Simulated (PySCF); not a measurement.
**Radial density of Nb²⁵⁺ (niobium, charge +25)**

UHF, [Ne] 3s2 3p4, high-spin 3P determinant. Calculation: PySCF 2.14, in an uncontracted even-tempered set (18 s from 2.7 bohr⁻², ratio 2.5; 12 p from 3.5 bohr⁻², ratio 2.5; 5 d from 18 bohr⁻², ratio 2.7; 4 f from 27 bohr⁻², ratio 2.7); scalar relativity by spin-free X2C-1e.

```json
{"r (bohr)": "0.0348", "4πr²ρ (e/bohr)": "48.25", "4πr²(ρα − ρβ)": "0.6867"}
{"r (bohr)": "0.0586", "4πr²ρ (e/bohr)": "44.05", "4πr²(ρα − ρβ)": "1.8586"}
{"r (bohr)": "0.0986", "4πr²ρ (e/bohr)": "60.31", "4πr²(ρα − ρβ)": "2.0318"}
{"r (bohr)": "0.166", "4πr²ρ (e/bohr)": "39.87", "4πr²(ρα − ρβ)": "-0.0374"}
{"r (bohr)": "0.279", "4πr²ρ (e/bohr)": "19.36", "4πr²(ρα − ρβ)": "4.7870"}
{"r (bohr)": "0.469", "4πr²ρ (e/bohr)": "13.71", "4πr²(ρα − ρβ)": "4.4127"}
{"r (bohr)": "0.789", "4πr²ρ (e/bohr)": "0.5376", "4πr²(ρα − ρβ)": "0.1742"}
{"r (bohr)": "1.33", "4πr²ρ (e/bohr)": "0.0006833", "4πr²(ρα − ρβ)": "0.0002"}
```

Densities and radii are taken from the X2C orbitals without a picture-change correction, which distorts them close to the nucleus.

Spin-orbit coupling is strong in this species (close to jj coupling), so the high-spin LS determinant is a model state, not a physical level.

Problem. Where is the radial spin density 4πr²(ρα − ρβ) most negative, and why is it negative at all?

Solution. Around r = 0.166 bohr, down to -0.0374 e/bohr: exchange with the open shell polarises the paired shells in an unrestricted calculation.
